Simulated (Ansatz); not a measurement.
Consider the cleavage of the B–Si bond: `B[SiH2]Br` + `C[SeH]` → `B[Se]C` + `[SiH3]Br`.

Program: Ansatz. Geometries: PBE0-D4/def2-TZVP. ΔE: electronic, gas phase. CCSD(T)/CBS adds triple-zeta CCSD(T) − MP2 to the extrapolated MP2 energy (def2 sets, frozen cores). DFT in def2-TZVPP. B3LYP here is the variant with VWN-RPA as its local correlation; programs differ in this. HSE06 is defined as in plane-wave codes. For Br, Se outer-core shells are correlated without core-valence functions, which leaves a few kJ/mol of doubt a bond. Scalar relativity is left out up to krypton.

```csv
level,ΔE (kJ/mol)
ωB97M-V,-120.2
r2SCAN,-124.2
B3LYP,-118.7
HSE06,-119.5
CAM-B3LYP,-117.8
CCSD/def2-SVP,-120.5
MP2/def2-TZVPP,-131.4
HF/CBS(def2),-107.4
```

(1) What does CCSD(T)/CBS give? (Estimate.)

Largest T1 diagnostic among the species: 0.013.

Answers

(1) The calculation gave: -123.5 kJ/mol. The listed levels differ from it by 3.3, -0.7, 4.8, 4.0, 5.7, 3.0, -7.9, 16.1 kJ/mol.

In def2-TZVPP, CCSD(T) changes the Hartree–Fock value by −15.0 kJ/mol (the triples alone add −4.3 kJ/mol) and MP2 by −23.6 kJ/mol. From BLYP to BHLYP (50 % exact exchange), in def2-TZVPP and without D4, ΔE moves by +3.6 kJ/mol.
